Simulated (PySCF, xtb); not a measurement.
C₂H₆N, SMILES C[N]C, multiplicity 2.

Coordinates come from a PBE0-D3(BJ)/def2-TZVP optimisation. The isomer is the one that the SMILES or the coordinates give; other isomers of the formula were not compared.

Computed with C-PCM-M06-2X/def2-SVP run with PySCF.

The values are the electrostatic part of the solvation free energy, E(continuum) − E(gas) at the gas-phase geometry, in a cavity of scaled van der Waals radii (PySCF's table); cavitation and dispersion terms are not included. The dipole moment in vacuum is 1.80 D.

Estimate the values in water (ε = 78.36), acetone (ε = 20.49), ethanol (ε = 24.85). (An estimate is asked for; the answer gives what the named calculation found.)


```json
[
 {"solvent": "water", "ε": "78.36", "ΔG(elec) (kcal/mol)": "-3.6", "dipole (D)": "2.32"},
 {"solvent": "acetone", "ε": "20.49", "ΔG(elec) (kcal/mol)": "-3.5", "dipole (D)": "2.30"},
 {"solvent": "ethanol", "ε": "24.85", "ΔG(elec) (kcal/mol)": "-3.5", "dipole (D)": "2.30"}
]
```

For comparison, GFN2-xTB/ALPB(water) (xtb, at the GFN2-xTB geometry, all terms of that model) gives -2.8 kcal/mol.
